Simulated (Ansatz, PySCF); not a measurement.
Species: AsF2, charge 0, multiplicity 2. It need not be the lowest isomer of its formula. 
Geometry from a B3LYP-D3(BJ)/def2-TZVP (Ansatz, an electronic-structure program) optimisation:
```xyz
3

As    -0.1465    -0.2056     0.3218
F      1.3359    -0.3721    -0.5823
F     -0.7986     1.1258    -0.5975
```
Charge 0, spin multiplicity 2.

Quantity: vertical electron affinity (to the singlet state of charge -1; a negative value means that the extra electron is unbound and the number depends on the basis; each state is the SCF solution reached for its spin), in eV. Valence correlation only, unless marked. Open shells are spin-unrestricted. No spin-orbit coupling. The frozen core is the preceding noble-gas configuration, with the filled d and f shells of earlier blocks. Non-relativistic. Anions need diffuse functions: aug- sets have them; def2-D sets add few. CBS marks a two-point X^-3 extrapolation of the correlation energy; Hartree-Fock from the larger set. The bracket is a focal-point correction in the basis named.

```csv
level,program,vertical electron affinity (eV)
HF/aug-cc-pVDZ,Ansatz,0.21
HF/aug-cc-pVTZ,Ansatz,0.16
SVWN5/def2-TZVPD,Ansatz,0.98
r2SCAN/def2-TZVPD,Ansatz,0.73
B3LYP/def2-TZVPD,Ansatz,0.91
PBE0/def2-TZVPD,Ansatz,0.81
M06-2X/def2-TZVPD,PySCF,0.86
CAM-B3LYP/def2-TZVPD,Ansatz,0.94
wB97M-V/def2-TZVPD,Ansatz,0.88
wB97X-V/def2-TZVPD,Ansatz,0.89
wB97X/def2-TZVPD,Ansatz,0.90
B2PLYP/def2-TZVPD,Ansatz,0.79
MP2/aug-cc-pVDZ,Ansatz,0.76
MP2/aug-cc-pVTZ,Ansatz,0.90
"RI-MP2/CBS(aug-cc-pVTZ,aug-cc-pVQZ)",Ansatz,1.02
SCS-MP2/aug-cc-pVDZ,Ansatz,0.78
CCSD/aug-cc-pVDZ,Ansatz,0.82
CCSD/aug-cc-pVTZ,Ansatz,0.95
CCSD(T)/aug-cc-pVTZ,Ansatz,0.98
"RI-MP2/CBS(aug-cc-pVTZ,aug-cc-pVQZ)+[CCSD(T)-MP2]/aug-cc-pVDZ",Ansatz,1.09
"RI-MP2/CBS(aug-cc-pVTZ,aug-cc-pVQZ)+[CCSD(T)-MP2]/aug-cc-pVTZ",Ansatz,1.10
```
